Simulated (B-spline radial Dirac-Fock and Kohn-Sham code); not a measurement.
What relativity does to the binding energies of Cu²⁰⁺

System: copper as Cu²⁰⁺ in the configuration 1s2 2s2 2p5.

Both columns are ΔSCF binding energies of the configuration average from an atomic code on a B-spline grid: non-relativistic Hartree-Fock with a point nucleus, and Dirac-Fock with a finite nucleus and the Coulomb interaction alone, averaged over the two j levels with weights 2j+1.

```
shell  Hartree-Fock (eV)  Dirac-Fock (eV)  shift (eV)  shift (%)
   1s             9836.4           9944.9     +108.47      +1.10
   2s             1921.5           1948.2      +26.63      +1.39
   2p             1802.0           1809.9       +7.94      +0.44
```

Relativity binds 1s, 2s, 2p more strongly, among those listed most of all 2s in relative terms.

Values without a named source are computed, but for edge energies of neutral atoms, which are taken from tables.
